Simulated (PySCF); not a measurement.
```xyz
4
charge 0 multiplicity 2, angstrom
Ge    0.0000    0.4348   -0.0206
Cl    0.0000   -0.2121    2.0290
Cl    1.7465   -0.3553   -0.9926
Cl   -1.7465   -0.3553   -0.9926
```

These are results of UPBE0/[Ge def2-TZVP, Cl def2-TZVP], no relativity, density fitting, PySCF, not measurements.

This geometry of GeCl₃ is a stationary point at this level.

What is the point group?

C3v.

Is it a minimum?

Yes: all harmonic wavenumbers are real.

List the harmonic modes with their infrared intensities.


```csv
symmetry,ω (cm⁻¹),"IR (km/mol, summed over degenerate members)",type
e,130,3.9,bend
a1,166,4.8,bend
a1,389,10.3,stretch
e,428,190,stretch
```

What are the dipole moment and the gap between the highest occupied and lowest empty levels of either spin?

1.14 D and 3.03 eV.

What is the atomisation energy, with and without zero-point energy?

1018 kJ/mol without, 1008 kJ/mol with.

In C3v the vibrations span 2e + 2a1.

Only a few start shapes were tried, so a lower isomer may exist.
